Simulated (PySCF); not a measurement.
**MK anions for M along the alkali metals**

CCSD(T) with double-zeta basis sets in PySCF, for the lowest determinant that a PBE0 search found; no spin–orbit coupling. De refers to high-spin ground-configuration atoms (the charge goes to the atom of lower measured ionisation energy or higher electron affinity, which is not always the lowest computed limit).

```
 M        basis  reference, frozen orbitals  charged atom  state (unpaired electrons)  Re (Å)  ωe (cm⁻¹)  De (eV)
Li  aug-pcseg-1                     ROHF, 5           Li−               doublet (σ ↑)   3.806        137     0.61
Na  aug-pcseg-1                     ROHF, 6           Na−               doublet (σ ↑)   4.020       83.9     0.56
 K    def2-SVPD                    ROHF, 10            K−               doublet (σ ↑)   4.528       63.0     0.52
Cs    def2-SVPD                     ROHF, 5            K−               doublet (σ ↑)   4.918       41.2     0.43
```

Problem. By what factor does the well depth vary along the series?

Solution. At CCSD(T) it runs from 0.43 eV (CsK⁻) to 0.61 eV (KLi⁻), a factor of 1.42.

The rows differ in basis set, which adds steps of its own.

Down a group the atoms grow and get heavier, so bonds lengthen and wavenumbers fall; this series shows no clear exception.

Correlated steps freeze the inner cores (5 to 10 orbitals); shallow outer-core shells are correlated. Weak bonds: CsK⁻. Basis-set superposition, not corrected here, can be much of De in a small basis, most of all at correlated wavefunction levels. Spin–orbit coupling is left out. For an ion De counts to the pair picked by the measured ionisation energies or electron affinities, which need not be the lowest pair at this level. The CCSD T1 diagnostic is raised in CsK⁻, a sign that a single reference may not be enough there. States were picked by a PBE0 search and need not be the measured ground states.
